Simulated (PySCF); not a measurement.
The first ionisation energy along group 12

Calculated with PySCF 2.14 from differences of total energies of unrestricted determinants, without spin-orbit coupling. Values in eV. The last column holds reference values (NIST; (s) semi-empirical, (t) theoretical, else measured). Unmarked ones compare directly (S terms, centres of terms, or small fine structure); those marked * lie between the lowest fine-structure levels and include a spin-orbit shift.

```tsv
element	configurations	MP2 (valence)	CCSD(T) (valence)	LDA	PBE0	SCS-MP2 (valence and next inner shell)	CCSD(T) (valence and next inner shell)	reference
Zn (x2c-TZVPPall, spin-free X2C)	[Ar] 3d10 4s2 → [Ar] 3d10 4s1	9.049	9.223	9.934	9.297	9.099	9.232	9.394
Cd (x2c-TZVPPall, spin-free X2C)	[Kr] 4d10 5s2 → [Kr] 4d10 5s1	8.718	8.723	9.408	8.765	8.751	8.776	8.994
Hg (x2c-TZVPPall, spin-free X2C)	[Xe] 4f14 5d10 6s2 → [Xe] 4f14 5d10 6s1	10.300	10.172	10.885	10.190	10.319	10.240	10.438
```

Q: Which of these methods has the smallest mean absolute error against the measured values here?

A: PBE0, with 0.191 eV.

| method | elements | mean error (eV) | mean absolute error (eV) | largest error (eV) |
| --- | --- | --- | --- | --- |
| MP2 (valence) | 3 | -0.253 | 0.253 | -0.345 |
| CCSD(T) (valence) | 3 | -0.236 | 0.236 | -0.271 |
| LDA | 3 | 0.467 | 0.467 | 0.540 |
| PBE0 | 3 | -0.191 | 0.191 | -0.247 |
| SCS-MP2 (valence and next inner shell) | 3 | -0.219 | 0.219 | -0.295 |
| CCSD(T) (valence and next inner shell) | 3 | -0.193 | 0.193 | -0.218 |

Errors include the incompleteness of the basis and the frozen core.

"Valence" correlates the outer s and p shells and, in groups 3 to 12 and the f block, the outer d or f shell, open or full, or the next shell where the ion has no valence electron left; the wider scheme adds the next inner shell.
